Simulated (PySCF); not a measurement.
C2H10InN3, SMILES [NH2][In]([N](C)C)[NH2] (GFN2-xTB optimised geometry):

```
16

In     0.190     0.495     0.000
N      2.263     0.495     0.000
H      2.607     1.346    -0.435
H      2.671    -0.278    -0.517
N     -0.773     2.329     0.000
H     -1.779     2.248    -0.104
H     -0.452     2.928    -0.755
N     -0.756    -1.118     0.992
C      0.085    -2.281     1.144
C     -2.094    -1.473     0.585
H     -0.283    -2.882     1.984
H      0.100    -2.928     0.252
H      1.102    -1.954     1.371
H     -2.125    -2.096    -0.323
H     -2.576    -2.038     1.391
H     -2.671    -0.561     0.414
```

Calculation: PBE0/def2-TZVP, def2 effective core potentials past Kr in PySCF.

### Question
What are the frontier orbital energies and the dipole moment?

### Answer
HOMO-2 -7.68 eV, HOMO-1 -6.95 eV, HOMO -5.84 eV, LUMO -1.49 eV, LUMO+1 0.21 eV; dipole moment 3.21 D.
